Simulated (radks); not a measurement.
The numbers below are computed, except where a source is named.
Ta III, configuration [Xe] 4f14 5d3.

Level of theory: scalar-relativistic Kohn-Sham, BLYP, spin-polarised, spherical densities, finite nucleus; open shells are filled with parallel spins first (spin-orbit coupling, left out, can overturn this in heavy ions); Fermi nuclear charge, rms radius 5.3507 fm (a radial shooting solver on a logarithmic mesh with Libxc functionals).

Energy parts (eV):
part                       energy
total                  -424563.09
kinetic                 466335.09
electron-nucleus      -1047293.45
Hartree                 164984.88
exchange-correlation     -8589.60

Orbitals (lengths in bohr, moments of r in powers of bohr; r(max) is where P^2 peaks):
orbital  occ.  eigenvalue (eV)      <r>       <r^4>   r(max)
1s up       1        -67369.12  0.01867   6.206e-07  0.01168
1s down     1        -67369.12  0.01867   6.206e-07  0.01168
2s up       1        -11588.24  0.07896  0.00009385  0.06686
2s down     1        -11588.12  0.07896  0.00009385  0.06686
2p up       3        -10159.91  0.07056  0.00007324  0.05476
2p down     3        -10159.81  0.07056  0.00007324  0.05476
3s up       1        -2666.240   0.2048    0.003465   0.1887
3s down     1        -2666.216   0.2048    0.003464   0.1887
3p up       3        -2241.252   0.2049    0.003713   0.1865
3p down     3        -2241.223   0.2049    0.003713   0.1865
3d up       5        -1744.587   0.1856    0.002875   0.1519
3d down     5        -1744.516   0.1856    0.002875   0.1519
4s up       1        -555.5490   0.4588     0.08204   0.4288
4s down     1        -555.4537   0.4588     0.08204   0.4288
4p up       3        -416.0838   0.4877      0.1094   0.4495
4p down     3        -415.9957   0.4877      0.1093   0.4495
4d up       5        -237.4123   0.5232      0.1635   0.4613
4d down     5        -237.3054   0.5230      0.1630   0.4614
4f up       7         -40.0539   0.6416      0.7011   0.4411
4f down     7         -39.7779   0.6370      0.6652   0.4409
5s up       1         -88.7658    1.103       2.771   0.9895
5s down     1         -87.6447    1.097       2.712   0.9863
5p up       3         -55.3517    1.296       5.617    1.127
5p down     3         -53.8571    1.288       5.514    1.121
5d up       3         -18.9682    1.982       37.61    1.561
5d down     0         -17.2408    2.024       42.81    1.554

The highest occupied level is 5d up at -18.968 eV. The electron density at the nucleus is 1.395e+06 e/bohr^3 (large components only). For comparison, the ionisation energy in NIST's Atomic Spectra Database is 23 eV (theoretical). In exact Kohn-Sham theory the highest level is minus the ionisation energy, but local and semilocal functionals leave it too shallow, through self-interaction and a potential that decays too fast; potentials with the right tail come closer. The spin density at the nucleus is -11.41 e/bohr^3 (1s -0.05, 2s -0.79, 3s 0.17, 4s 0.83, 5s -11.57).
